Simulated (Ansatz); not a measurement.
Ansatz (a program for electronic structure) input (HF/6-31G* with LANL2DZ past Ar): The .json file joins the Basis Set Exchange's 6-31G* for atoms up to Ar and LANL2DZ past it.

Ansatz 0.2 input:
```yaml
crystal:
  periodic: [false, false, false]
  atoms:
    - {symbol: Cs, position_ang: [-0.00000000, -0.00000000, -0.97378288]}
    - {symbol: Cl, position_ang: [0.00000000, 0.00000000, 3.15047404]}
basis:
  gaussian:
    orbitals: 6-31Gs+LANL2DZ.json
hamiltonian:
  xc: {name: HF}
total_charge: 1
magnetization: {spin_polarized: true, initial_magnetization: 1}
phonons: {temperatures: {t_min: 298.15, t_max: 298.15, t_step: 100}}
```

Which harmonic wavenumbers does it give?

39 cm⁻¹ (unscaled; negative means imaginary).
